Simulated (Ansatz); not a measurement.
Reaction (SMILES): O=BF [fluoro(oxo)borane] + H+ → [OH+]=BF
Each molecule is optimised on its own at B3LYP-D3(BJ)/def2-TZVP (Ansatz, a first-principles code).
Geometry of the first species:
SMILES: FB=O
```xyz
3

F      0.0000     0.0000    -1.1989
B      0.0000     0.0000     0.0871
O      0.0000     0.0000     1.2943
```
Charge 0, spin multiplicity 1.

Quantity: proton affinity (electronic energy difference), positive where the reaction releases energy, in kcal/mol. Cores are frozen in the correlated levels unless marked. Spin-orbit coupling is left out. Non-relativistic. Basis-set limits of correlation are two-point, X^-3; Hartree-Fock from the larger set.

| level | program | proton affinity (kcal/mol) | minus last row |
|---|---|---|---|
| HF/aug-cc-pVDZ | Ansatz | 170.2 | 4.1 |
| BLYP-D3(BJ)/def2-TZVPD | Ansatz + dftd3 | 164.6 | -1.5 |
| B2PLYP-D4/def2-TZVPD | Ansatz + dftd4 | 164.6 | -1.5 |
| RI-MP2/aug-cc-pVQZ | Ansatz | 164.1 | -2.0 |
| SCS-MP2/6-31G* | Ansatz | 162.8 | -3.3 |
| CCSD(T)/cc-pVDZ | Ansatz | 167.1 | 1.0 |
| CCSD(T)/CBS(cc-pVTZ,cc-pVQZ) | Ansatz | 166.1 | 0.0 |
